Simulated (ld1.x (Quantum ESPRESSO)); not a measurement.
**A failed generation for caesium**

Input:

```
&input
   title='Cs', zed=55., rel=0, dft='PZ', iswitch=3,
   config='[Xe] 5d0 6s1 6p0',
   nld=3, rlderiv=3.10, eminld=-4.0, emaxld=5.0, deld=0.02
 /
 &inputp
   pseudotype=2, tm=.true., lloc=2,
   nlcc=.false.,
   file_pseudopw='Cs.UPF', file_wfcaegen='ae.wfc', file_wfcncgen='nc.wfc', file_beta='beta', file_chi='chi'
 /
3
5S  1  0   2.00   0.00  1.88  1.88  0.0
5P  2  1   6.00   0.00  2.86  2.86  0.0
5D  3  2   0.00   0.00  2.62  2.62  0.0
 &test
   configts(1)='5s2 5p6 5d0 6s1 6p0'
 /
```

```bash
ld1.x < Cs.in > Cs.out
```

End of the output:

```
     s(4S/4S) =  1.000000  <r> =   0.7252  <r2> =    0.5935  r(max) =   0.6738
     s(4P/4P) =  1.000000  <r> =   0.7526  <r2> =    0.6445  r(max) =   0.6823
     s(3D/3D) =  1.000000  <r> =   0.2741  <r2> =    0.0886  r(max) =   0.2215
     s(5S/5S) =  1.000000  <r> =   1.8109  <r2> =    3.7000  r(max) =   1.5963
     s(5P/5P) =  1.000000  <r> =   2.1056  <r2> =    5.0662  r(max) =   1.7863
     s(4D/4D) =  1.000000  <r> =   0.8321  <r2> =    0.8058  r(max) =   0.7172
     s(5D/5D) =  1.000000  <r> =   5.1016  <r2> =   33.3750  r(max) =   3.0962
     s(6S/6S) =  1.000000  <r> =   5.7442  <r2> =   37.5434  r(max) =   4.8558
     s(6P/6P) =  1.000000  <r> =   7.7853  <r2> =   69.1737  r(max) =   6.5546

     ------------------------ End of All-electron run ------------------------

     Computing logarithmic derivative in   3.11565

       Warning: n=2, l=1 expected 0 nodes, found 1
       Setting wfc to zero for this iteration
       (This warning will only be printed once per wavefunction)

 %%%%%%%%%%%%%%%%%%%%%%%%%%%%%%%%%%%%%%%%%%%%%%%%%%%%%%%%%%%%%%%%%%%%%%%%%%%%%%
     Error in routine run_pseudo (1):
     Errors in PS-KS equation
 %%%%%%%%%%%%%%%%%%%%%%%%%%%%%%%%%%%%%%%%%%%%%%%%%%%%%%%%%%%%%%%%%%%%%%%%%%%%%%

     stopping ...
```

Why did it fail, and what change makes it run?

The run stopped because the pseudo-atom solver did not find the valence states with the expected number of nodes, which is the usual sign of a ghost state. A run that differs only in the following succeeds: all radii scaled by about 1.22 (s 2.30, p 3.50, d 3.20 bohr). The answer isn't unique; the calculation gave this one.
